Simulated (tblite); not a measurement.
Compound: C3H12SeSi2.
Numbering: `[SiH3:1][CH2:2][CH2:3][CH2:4][Se:5][SiH3:6]` (hydrogens: H7, H8, H9 on Si1; H10, H11 on C2; H12, H13 on C3; H14, H15 on C4; H16, H17, H18 on Si6)

Computed with GFN2-xTB (tblite), gas phase: L-BFGS steps from a force-field or distance-geometry start until the largest atomic force falls under 0.01 eV/Å.

Step 20: E = -522.3606 eV
```
atom  x, y, z in Å  |  force x, y, z in eV/Å
Si1    -3.4215    0.1235    0.1738   -0.011  -0.008   0.005
C2     -1.6295    0.4843   -0.3654   -0.048   0.005  -0.002
C3     -0.6123   -0.3358    0.4211   -0.017   0.008  -0.007
C4      0.8005   -0.0249   -0.0316    0.035  -0.011   0.006
Se5     2.1440   -1.0788    0.9761    0.003   0.026  -0.026
Si6     3.9365   -0.2067   -0.1096    0.026   0.004  -0.017
H7     -3.5704    0.4479    1.5941    0.010   0.003  -0.016
H8     -3.7114   -1.2963   -0.0392    0.013   0.015  -0.003
H9     -4.3481    0.9366   -0.6176    0.045   0.002  -0.002
H10    -1.4051    1.5462   -0.2388   -0.017  -0.008   0.018
H11    -1.5080    0.2736   -1.4306   -0.018  -0.014   0.008
H12    -0.7025   -0.1200    1.4885   -0.005  -0.001   0.010
H13    -0.8056   -1.4022    0.2828   -0.007  -0.011   0.006
H14     0.9401   -0.2689   -1.0866   -0.016   0.003  -0.016
H15     1.0454    1.0272    0.1275   -0.017   0.014   0.001
H16     3.8008   -0.4889   -1.5388    0.004  -0.016   0.014
H17     5.0964   -0.8537    0.4789    0.015  -0.004   0.005
H18     3.9417    1.2432    0.0838    0.005  -0.007   0.018
```

Step 21: E = -522.3610 eV
```
atom  x, y, z in Å  |  force x, y, z in eV/Å
Si1    -3.4223    0.1232    0.1740   -0.037  -0.010   0.012
C2     -1.6309    0.4828   -0.3639   -0.041   0.013  -0.010
C3     -0.6127   -0.3359    0.4214   -0.019   0.001  -0.002
C4      0.7992   -0.0242   -0.0325    0.041  -0.009   0.008
Se5     2.1432   -1.0768    0.9743    0.028   0.022  -0.025
Si6     3.9392   -0.2063   -0.1105    0.026  -0.001  -0.007
H7     -3.5720    0.4491    1.5943    0.009  -0.002  -0.024
H8     -3.7129   -1.2966   -0.0402    0.013   0.022   0.001
H9     -4.3467    0.9382   -0.6191    0.050  -0.006   0.005
H10    -1.4072    1.5444   -0.2373   -0.013   0.008   0.018
H11    -1.5100    0.2726   -1.4288   -0.015  -0.016  -0.007
H12    -0.7026   -0.1206    1.4886   -0.003   0.004   0.020
H13    -0.8056   -1.4022    0.2837   -0.007  -0.026   0.002
H14     0.9390   -0.2687   -1.0873   -0.019   0.008  -0.018
H15     1.0438    1.0276    0.1276   -0.018   0.019  -0.007
H16     3.8051   -0.4894   -1.5403    0.004  -0.012   0.025
H17     5.0983   -0.8552    0.4804   -0.004   0.006  -0.005
H18     3.9462    1.2442    0.0840    0.004  -0.022   0.014
```

Step 22: E = -522.3615 eV
```
atom  x, y, z in Å  |  force x, y, z in eV/Å
Si1    -3.4244    0.1227    0.1745   -0.052  -0.008   0.016
C2     -1.6338    0.4808   -0.3617   -0.016   0.016  -0.014
C3     -0.6135   -0.3363    0.4219   -0.014  -0.009   0.006
C4      0.7980   -0.0234   -0.0336    0.026   0.000   0.003
Se5     2.1430   -1.0737    0.9711    0.057   0.012  -0.019
Si6     3.9437   -0.2057   -0.1120    0.023  -0.005   0.008
H7     -3.5748    0.4509    1.5942    0.006  -0.006  -0.024
H8     -3.7156   -1.2965   -0.0417    0.009   0.020   0.004
H9     -4.3442    0.9404   -0.6213    0.045  -0.009   0.008
H10    -1.4103    1.5420   -0.2348   -0.011   0.024   0.015
H11    -1.5131    0.2707   -1.4263   -0.013  -0.015  -0.021
H12    -0.7026   -0.1215    1.4892    0.000   0.008   0.023
H13    -0.8055   -1.4026    0.2852   -0.007  -0.034  -0.003
H14     0.9369   -0.2682   -1.0886   -0.021   0.016  -0.015
H15     1.0413    1.0286    0.1275   -0.018   0.020  -0.016
H16     3.8122   -0.4899   -1.5420    0.004  -0.008   0.032
H17     5.1006   -0.8574    0.4828   -0.021   0.014  -0.013
H18     3.9534    1.2452    0.0840    0.002  -0.035   0.009
```

Q: Estimate the geometry and energy of step 23. (The exact step hangs on the optimiser's Hessian estimate; all steps are aligned on step 22, rigid shifts and turns removed.)

A: E = -522.3620 eV, largest force 0.077 eV/Å
```
atom  x, y, z in Å  |  force x, y, z in eV/Å
Si1    -3.4280    0.1220    0.1753   -0.042  -0.004   0.014
C2     -1.6376    0.4786   -0.3592    0.016   0.012  -0.011
C3     -0.6147   -0.3370    0.4227   -0.004  -0.018   0.013
C4      0.7969   -0.0224   -0.0349   -0.005   0.012  -0.004
Se5     2.1440   -1.0696    0.9669    0.076   0.000  -0.009
Si6     3.9496   -0.2050   -0.1136    0.015  -0.009   0.020
H7     -3.5788    0.4530    1.5936    0.001  -0.009  -0.012
H8     -3.7195   -1.2959   -0.0433    0.002   0.007   0.007
H9     -4.3411    0.9429   -0.6238    0.030  -0.005   0.003
H10    -1.4141    1.5395   -0.2315   -0.011   0.032   0.009
H11    -1.5170    0.2682   -1.4236   -0.013  -0.010  -0.029
H12    -0.7024   -0.1227    1.4904    0.002   0.010   0.017
H13    -0.8054   -1.4039    0.2869   -0.006  -0.030  -0.005
H14     0.9340   -0.2672   -1.0904   -0.022   0.024  -0.008
H15     1.0379    1.0302    0.1270   -0.017   0.016  -0.025
H16     3.8218   -0.4903   -1.5437    0.003  -0.006   0.032
H17     5.1028   -0.8600    0.4857   -0.027   0.017  -0.017
H18     3.9631    1.2459    0.0837    0.001  -0.038   0.006
```

The energy changes by -0.0005 eV. The first-order estimate −F·Δx gives -0.0007 eV and the mean of the old and new forces, exact on a quadratic surface, -0.0005 eV. The step makes an angle of 77° with the force vector and moves no atom by more than 0.010 Å.

The cost below is that of the whole relaxation. Time: 0.24 s. Hardware: an Arm Neoverse V2 with one thread (shared host).
